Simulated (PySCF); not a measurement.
## K: ionisation energy

K [Ar] 4s1 (2S) → K⁺ [Ar] (1S), as a difference of total energies. Calculation: PySCF 2.14, in def2-SVP; the non-relativistic Hamiltonian (point nucleus). The calculations carry no spin-orbit coupling.

```json
{"method": "UHF", "ionisation energy (eV)": "3.980"}
{"method": "PBE", "ionisation energy (eV)": "4.431"}
{"method": "LDA", "ionisation energy (eV)": "4.501"}
```

These non-relativistic numbers lack the scalar-relativistic shift.

For comparison: 4.341 eV (measured; NIST Atomic Spectra Database, ionization energies).
